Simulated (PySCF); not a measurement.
# Correlation energy of Ru²⁺ (ruthenium, charge +2)

[Kr] 4d5 5p1, high-spin 7P determinant (an excited configuration). Calculation: PySCF 2.14, in ANO-RCC-VTZP; the spin-free X2C one-electron Hamiltonian (Gaussian nucleus). Frozen: [Ar] 3d10; 14 electrons correlated.

```tsv
level	correlation energy (mhartree)
CCSD	-381.59
(T)	-8.35
CCSD(T)	-389.94
```

Diagnostics: T1 = 0.0061, D1 = 0.0300, largest double amplitude 0.026.

Is a single reference adequate?

Yes, within this model without spin-orbit coupling: T1 lies below 0.03 and no double amplitude reaches 0.07.
